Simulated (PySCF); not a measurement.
# TlAs at M06-L

Computed with M06-L; PySCF, scalar-relativistic core potentials, basis sets Tl def2-SVP with ECP60, As def2-SVP.

```json
{"state": "³Σ⁻ (triplet), unpaired electrons π ↑↑", "bond length": "2.878 Å", "harmonic wavenumber": "147 cm⁻¹", "force constant": "0.696 mdyn/Å", "rotational constant Be": "0.03711 cm⁻¹", "anharmonicity ωexe": "0.313 cm⁻¹", "vibration–rotation constant αe": "0.000118 cm⁻¹", "well depth De to Tl + As": "1.96 eV", "dissociation energy D0": "1.95 eV", "bond order (Mayer)": "1.03", "dipole moment (positive dipole means Tl(−)As(+))": "-2.98 D"}
```

These are scalar-relativistic numbers at best; spin–orbit coupling would shift them, the dissociation energy most. The state was picked by a PBE0 search and need not be the measured ground state.
